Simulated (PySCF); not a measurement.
SiHBr3, SMILES Br[SiH](Br)Br. Atoms are numbered in the order given.

```xyz
5

Si     0.0000     0.0000     0.6282
Br     1.7932    -1.0353    -0.1038
Br     0.0000     2.0706    -0.1038
Br    -1.7932    -1.0353    -0.1038
H      0.0000     0.0000     2.1029
```
Charge 0, spin multiplicity 1.

Geometry optimised at ωB97X-D3(BJ)/def2-SVP.

Two levels are set side by side: PBE/pcSseg-1 (PySCF) and PBE0/pcSseg-1 (PySCF). GIAO shifts against TMS (²⁹Si), TMS (¹H) at the same level; non-relativistic, no solvent, atoms listed together averaged. Without spin–orbit terms, shifts of atoms bonded to Cl or Br come out too high at both levels. Differences are taken from unrounded values.

```json
[
 {"quantity": "δ(²⁹Si) of Si1 (ppm)", "PBE0": "43.1", "PBE": "44.6", "PBE minus PBE0": "1.5"},
 {"quantity": "δ(¹H) of H5 (ppm)", "PBE0": "7.12", "PBE": "7.44", "PBE minus PBE0": "0.32"}
]
```

Rough cost on one machine, each run with all the roots and properties that it gave: PBE0 against PBE within a factor of 2.
